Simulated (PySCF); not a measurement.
Constitutional and geometric isomers with formula C3H7B. All species are isolated molecules in the gas phase. One relaxed conformer stands for each flexible species; it need not be the lowest. Strings in code marks are SMILES.

The four lowest singlet excitations (Tamm–Dancoff). Calculation: PBE-D3(BJ)/def2-TZVP in PySCF. Excitations are Tamm–Dancoff values on a coarser integration grid. The basis has no diffuse functions, so Rydberg states are missing or too high.

```
state  energy (eV)  wavelength (nm)  oscillator strength
-----  -----------  ---------------  -------------------
S1            2.86              433                0.000
S2            5.61              221                0.009
S3            5.82              213                0.078
S4            6.04              205                0.020
```

Question: Say which member gives these states.
(A) `B=C(C)C`
(B) `B/C=C/C`
(C) `[H]/B=C/CC`
(D) `B/C=C\C`

Answer: C, `[H]/B=C/CC`
